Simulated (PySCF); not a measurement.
Computed with PBE-D3(BJ)/def2-TZVP // B3LYP-D3(BJ)/def2-TZVP run with PySCF. Gas-phase values, no solvent. Excitations are Tamm–Dancoff values on a coarser integration grid. The basis has no diffuse functions, so Rydberg states are missing or too high.

Reference species (SMILES): `[Al]([CH3])([CH3])[NH2]` (neutral, multiplicity 1).

- LUMO = -0.40 eV
- T1 excitation (TDA) = 4.97 eV

Changed species: `[CH3][Al]([CH3])[CH3]` (0 of 3 CH3 replaced by NH2; the reference has 1 of 3 CH3 replaced by NH2).

**Question.** Give the shifts of the LUMO and T1 excitation (TDA).

**Answer.** the LUMO falls by 0.74 eV, to -1.14 eV; the T1 excitation (TDA) falls by 0.07 eV, to 4.90 eV.
